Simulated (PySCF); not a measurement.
# UHF on Ar³⁺ (argon, charge +3)

Configuration: [Ne] 3s2 3p3, high-spin 4S determinant. Calculation: PySCF 2.14, in x2c-TZVPall (5s5p2d1f, 37 functions); the spin-free X2C one-electron Hamiltonian (Gaussian nucleus).

```
Total energy                        : -525.663568 hartree
One-electron energy                 : -701.2581 hartree
Hartree (Coulomb) energy            : 204.8061 hartree
Exchange energy                     : -29.2116 hartree
⟨S²⟩                                : 3.7508
⟨L²⟩                                : 0.000
Sum of ⟨r⟩                          : 10.02 bohr
Sum of ⟨r²⟩                         : 12.08 bohr²
Langevin diamagnetic susceptibility : -9.57 ×10⁻⁶ cm³/mol
Time after the integrals            : 0.12 s of wall time on 1 thread of Neoverse-N1 (shared host)
```

```csv
shell,electrons,mean orbital energy (hartree),"rms radius, mean of both spins (bohr)"
1s α,1,-120.93101,0.0991
1s β,1,-120.87336,0.0991
2s α,1,-14.19191,0.445
2s β,1,-14.14191,0.445
2p α,3,-11.37512,0.416
2p β,3,-11.28116,0.416
3s α,1,-2.94584,1.39
3s β,1,-2.48885,1.39
3p α,3,-2.17576,1.50
```

Densities and radii are taken from the X2C orbitals without a picture-change correction, which distorts them close to the nucleus.
